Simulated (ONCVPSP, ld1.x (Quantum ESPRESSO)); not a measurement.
# Potentials for fluorine compared

Generated with ld1.x 7.5 (TM, RRKJ, ultrasoft, PAW), atompaw 4.2 or ONCVPSP 4.0.1. The cutoff is in Ry: for ld1.x and atompaw files where the sum of valence levels is converged to 10 mRy in a Bessel basis, for ONCV files where the hardest occupied wave has 1 mHa per electron of residual kinetic energy. The error is the largest all-electron minus pseudo excitation energy over each file’s own four to seven test configurations (ionisations up to +4, promotions, holes and added fractions of an electron), all of which were solved. The labels leave out finer settings (local radius, basis sizes, second energies), which also bear on the numbers. Spin-polarised tests are not counted. The rows are a selection from randomly drawn settings: files with unsolved tests, undetermined cutoffs or missed reference levels are left out.

| potential | cutoff (Ry) | largest error (meV) | bound ghosts |
| --- | --- | --- | --- |
| TM, PBE, scalar-relativistic, rc 0.60/1.40/1.15 (spd), local d, core correction no, reference 2s2 2p4 | 180 | +1776 | none |
| PAW, BLYP, non-relativistic, rc 0.65/1.15/0.90 (spd), local smoothed, core correction yes, reference 2s2 2p5 | 80 | -71 | none |
| TM, LDA (PZ), scalar-relativistic, rc 0.70/1.55/1.25 (spd), local s, core correction no, reference 2s2 2p3 | 160 | +1577 | none |
| TM, LDA (PZ), scalar-relativistic, rc 0.85/1.05/0.90 (spd), local s, core correction yes, reference 2s2 2p5 | 140 | +735 | none |
| TM, LDA (PZ), scalar-relativistic, rc 0.55/1.50/1.30 (spd), local s, core correction yes, reference 2s1 2p6 | 200 | +1632 | none |

Question: Fill in the row for F: ONCV, PBEsol, scalar-relativistic, rc 0.75/1.05 (sp), local smoothed, core correction no, reference 2s2 2p5, qcut 7.3/10.5, projectors 1/1.

Answer: cutoff 502 Ry, largest error +917 meV, bound ghosts: none.

Question: Fill in the row for F: PAW, LDA (PZ), scalar-relativistic, rc 0.60/1.40 (sp), local smoothed, core correction yes, reference 2s1.5 2p5.5.

Answer: cutoff 100 Ry, largest error -30 meV, bound ghosts: none.

Question: Fill in the row for F: TM semilocal, LDA (PZ), scalar-relativistic, rc 0.65/0.80/0.60 (spd), local s, core correction yes, reference 2s2 2p3.

Answer: cutoff 200 Ry, largest error +69 meV, bound ghosts: none.
